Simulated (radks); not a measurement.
Al4+, configuration [He] 2s2 2p5. Calculated with a radial shooting solver on a logarithmic mesh with Libxc functionals: scalar-relativistic Kohn-Sham, TASK exchange with Perdew-Wang LDA correlation, spin-polarised, spherical densities, finite nucleus; open shells are filled with parallel spins first; meta-GGA in the generalised Kohn-Sham scheme; Fermi nuclear charge, rms radius 3.061 fm. Some entries of the table are withheld. Estimate them.

orbital,occ.,eigenvalue (eV),<r^2> (bohr^2)
1s up,1,(1),0.01958
1s down,1,(2),0.01949
2s up,1,(3),0.4295
2s down,1,(4),0.4353
2p up,3,-143.3063,0.3907
2p down,2,-138.6542,0.4026

Answer. 
(1) 1s up eigenvalue (eV): -1603.348
(2) 1s down eigenvalue (eV): -1601.218
(3) 2s up eigenvalue (eV): -182.4881
(4) 2s down eigenvalue (eV): -179.1194
